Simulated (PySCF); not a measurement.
Excitation energy of Dy by level of theory

Dy [Xe] 4f10 6s2 (high-spin determinant) → Dy [Xe] 4f9 6s2 6p1 (high-spin determinant), as a difference of total energies. Calculation: PySCF 2.14, in x2c-TZVPPall; scalar relativity by spin-free X2C-1e. Correlated levels: valence: [Kr] 4d10 frozen; valence and next inner shell: [Ar] 3d10 frozen. The calculations carry no spin-orbit coupling.

```csv
method,excitation energy (eV)
UHF,-0.962
LDA,4.189
PBE,3.911
PBE0,2.869
MP2 (valence),3.052
SCS-MP2 (valence),2.796
MP2 (valence and next inner shell),3.430
SCS-MP2 (valence and next inner shell),3.024
```

How much does correlation contribute at MP2 (valence and next inner shell)?

3.430 − (-0.962) = 4.392 eV, measured against UHF.

A first-order spin-orbit estimate (lowest level to lowest level, LS coupling) adds 0.183 eV.

The basis was made for the ground configuration and has no added diffuse functions, so the excitation energy can come out too high.

The determinant of the upper state and of the lower state mixes LS terms, which raises its energy above the lowest term, most at the Hartree-Fock and MP2 levels.
